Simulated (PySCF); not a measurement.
Steps of a relaxation of [LaH4]−

[LaH4]− (singlet). PySCF 2.14.0, RKS PBE0, La lcecp-1-SVP with ECP46, H def2-SVP; non-relativistic Hamiltonian with scalar-relativistic core potentials where named; density fitting; no spin-orbit coupling. Origin of the start: template. Columns: position (Å) and force (eV/Å). Energies are counted from the last step; some of the 4 steps are shown. Forces carry noise of the integration grid, about 0.01 to 0.03 eV/Å.

Run from Python with OMP_NUM_THREADS=2. Where DIIS fails, smearing, a level shift and second-order steps follow.
It took 3.9 s on 2 threads of Arm Neoverse V1, with other jobs on the host, from the converged density of the start.

```xyz
5
step 0  E = 0.074 eV
La    0.0000    0.0000    0.0000     0.00    0.00    0.00
H     1.3279    1.3279    1.3279    -0.25   -0.25   -0.25
H    -1.3279   -1.3279    1.3279     0.25    0.25   -0.25
H     1.3279   -1.3279   -1.3279    -0.25    0.25    0.25
H    -1.3279    1.3279   -1.3279     0.25   -0.25    0.25
```

```xyz
5
step 1  E = 0.036 eV
La    0.0000    0.0000    0.0000     0.00    0.00    0.00
H     1.3130    1.3130    1.3130    -0.18   -0.18   -0.18
H    -1.3130   -1.3130    1.3130     0.18    0.18   -0.18
H     1.3130   -1.3130   -1.3130    -0.18    0.18    0.18
H    -1.3130    1.3130   -1.3130     0.18   -0.18    0.18
```

```xyz
5
step 2  E = 0.000 eV
La    0.0000    0.0000    0.0000     0.00    0.00    0.00
H     1.2782    1.2782    1.2782     0.01    0.01    0.01
H    -1.2782   -1.2782    1.2782    -0.01   -0.01    0.01
H     1.2782   -1.2782   -1.2782     0.01   -0.01   -0.01
H    -1.2782    1.2782   -1.2782    -0.01    0.01   -0.01
```

Problem. Where does the relaxation end?

Solution. It converges at step 3 in Td:
```xyz
5
step 3  E = 0
La    0.0000    0.0000    0.0000
H     1.2805    1.2805    1.2805
H    -1.2805   -1.2805    1.2805
H     1.2805   -1.2805   -1.2805
H    -1.2805    1.2805   -1.2805
```

Problem. How did the contacts change?

Solution. 
```
   contact  start (Å)  end (Å)
La1–H2 (H)      2.300    2.218
La1–H3 (H)      2.300    2.218
La1–H4 (H)      2.300    2.218
La1–H5 (H)      2.300    2.218
```
